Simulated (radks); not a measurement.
Mg, configuration [Ne] 3s2. Calculated with a radial shooting solver on a logarithmic mesh with Libxc functionals: non-relativistic Kohn-Sham, r2SCAN, spin-unpolarised, spherical densities, point nucleus; meta-GGA in the generalised Kohn-Sham scheme. Some entries of the table are withheld. Estimate them.

orbital,occ.,eigenvalue (Ry),<r^2> (bohr^2),<1/r> (bohr^-1)
1s,2,-93.08202,0.02309,11.59
2s,2,(1),(2),2.101
2p,6,(3),(4),(5)
3s,2,(6),11.83,0.4126

Answer. 
(1) 2s eigenvalue (Ry): -6.07933
(2) 2s <r^2> (bohr^2): 0.5824
(3) 2p eigenvalue (Ry): -3.54050
(4) 2p <r^2> (bohr^2): 0.6062
(5) 2p <1/r> (bohr^-1): 1.955
(6) 3s eigenvalue (Ry): -0.35362
